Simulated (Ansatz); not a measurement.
Ansatz (a program for electronic structure) input (wB97M-V/def2-TZVPD):

Ansatz 0.2 input:
```yaml
crystal:
  periodic: [false, false, false]
  atoms:
    - {symbol: C, position_ang: [1.86967051, -0.35672415, -0.09259912]}
    - {symbol: O, position_ang: [0.52687598, -0.65324620, -0.44378162]}
    - {symbol: B, position_ang: [-0.52162801, 0.09960275, 0.03295591]}
    - {symbol: N, position_ang: [-0.30730834, 1.16602443, 1.00876707]}
    - {symbol: N, position_ang: [-1.82476142, -0.24005921, -0.38068831]}
    - {symbol: H, position_ang: [2.18889495, 0.60154532, -0.51373481]}
    - {symbol: H, position_ang: [2.49870962, -1.14359824, -0.50628640]}
    - {symbol: H, position_ang: [2.00251930, -0.32673819, 0.99148591]}
    - {symbol: H, position_ang: [0.05371972, 2.03938483, 0.62242636]}
    - {symbol: H, position_ang: [-1.99568333, -0.99219470, -1.02539715]}
    - {symbol: H, position_ang: [-2.64856286, 0.20814503, -0.02397696]}
basis:
  gaussian:
    orbitals: def2-TZVPD
hamiltonian:
  xc: {name: wB97M-V}
magnetization: {spin_polarized: true, initial_magnetization: 1}
output: {forces: true}
```

Output:

```
Functional definition: wB97M-V
integrals: 0.20 GiB planned
1187 factors; their error is unknown
integrals: 0.24 GiB planned
454 factors; integrals over basis functions are off by at most 6.5e-6 eV
0.43 GiB of the device are held for the grids
1.57 GiB of device memory are held for the factors and their scratch space
mean field: 1.85 GiB planned
mean field evaluation 1: about -6832.3118 eV, gradient 4.4e1 eV
mean field evaluation 2: about -6834.1620 eV, gradient 3.9e1 eV
mean field evaluation 4: about -6839.3375 eV, gradient 2.0e0 eV
mean field evaluation 8: about -6839.3595 eV, gradient 7.1e-2 eV
mean field evaluation 16: about -6839.3480 eV, gradient 3.2e-3 eV
mean field -6839.34794844 eV, -251.3414012288 hartree, gradient 6.2e-5 eV, S^2 0.753321; 2 other end points of the search recorded, 0 dependent functions left out
the calculation of the forces begins
reference -6839.34801062 eV, -251.3414035137 hartree; 20, 19 occupied and 222, 223 virtual orbitals, 1187 factors
Total energy: -6839.34801062 eV, -251.3414035137 hartree
Atom 0 at     1.869671    -0.356724    -0.092599 Å, force    -0.077534     0.033520     0.007976 eV/Å
Atom 1 at     0.526876    -0.653246    -0.443782 Å, force     0.048003    -0.031930    -0.031178 eV/Å
Atom 2 at    -0.521628     0.099603     0.032956 Å, force     0.062452    -0.035087    -0.012628 eV/Å
Atom 3 at    -0.307308     1.166024     1.008767 Å, force     0.058286     0.092748     0.025780 eV/Å
Atom 4 at    -1.824761    -0.240059    -0.380688 Å, force    -0.036421    -0.009204    -0.025507 eV/Å
Atom 5 at     2.188895     0.601545    -0.513735 Å, force    -0.019286    -0.032896     0.009234 eV/Å
Atom 6 at     2.498710    -1.143598    -0.506286 Å, force    -0.019847     0.030012     0.018477 eV/Å
Atom 7 at     2.002519    -0.326738     0.991486 Å, force    -0.014057    -0.002518    -0.022591 eV/Å
Atom 8 at     0.053720     2.039385     0.622426 Å, force    -0.029398    -0.056182     0.014740 eV/Å
Atom 9 at    -1.995683    -0.992195    -1.025397 Å, force     0.009198     0.019772     0.022032 eV/Å
Atom 10 at    -2.648563     0.208145    -0.023977 Å, force     0.018604    -0.008235    -0.006337 eV/Å
Dipole moment:     0.027560     0.135105    -0.215436 e Å
```

It need not be the lowest isomer of its formula.
